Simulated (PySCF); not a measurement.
Vertical excitations of a molecule CH₆ClNSi from TDA-PBE/def2-SVPD in PySCF, as energy in eV (oscillator strength): 6.28 (0.043), 6.72 (0.001), 6.86 (0.012), 6.98 (0.071), 7.28 (0.004), 7.33 (0.073), 7.41 (0.009), 7.54 (0.059), 7.78 (0.001), 7.92 (0.005). Lowest triplet (TDA): 5.96 eV. Geometry optimised at B3LYP-D3(BJ)/def2-SVP. One conformer was computed; it need not be the lowest.

Q: Pick the molecule that these values belong to.
(A) C[SiH](N)Cl
(B) NC[SiH2]Cl
(C) CN[SiH2]Cl

A: A, C[SiH](N)Cl
